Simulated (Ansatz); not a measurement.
Gas-phase reaction in SMILES: CSB(C)SC [methyl-bis(methylsulfanyl)borane] + 5 [H][H] (H2) -> B (BH3) + 3 C (CH4) + 2 S (H2S)
Structures are relaxed separately at B3LYP-D3(BJ)/def2-TZVP in Ansatz (an electronic-structure program), one conformer each, not searched for the lowest.

Quantity: energy of full hydrogenation (electronic energy difference), in kcal/mol. Correlated levels leave the core frozen unless marked. Spin-orbit coupling is left out. No relativistic terms. Basis-set limits of correlation are two-point, X^-3; Hartree-Fock from the larger set.

Level to compare with: CCSD(T)/CBS(cc-pV(T+d)Z,cc-pV(Q+d)Z) (Ansatz), -12.6 kcal/mol. It is a level with limits of its own, and the differences hold the functionals' basis error too.

Rank these functionals by how close they come to CCSD(T)/CBS(cc-pV(T+d)Z,cc-pV(Q+d)Z), closest first: B3LYP/def2-TZVPD (Ansatz); BLYP/def2-TZVPD (Ansatz); HSE06/def2-TZVPD (Ansatz).

HSE06/def2-TZVPD (screened hybrid, -15.1 kcal/mol, difference -2.5), BLYP/def2-TZVPD (GGA, -20.7 kcal/mol, difference -8.1), B3LYP/def2-TZVPD (global hybrid, -23.5 kcal/mol, difference -10.9)
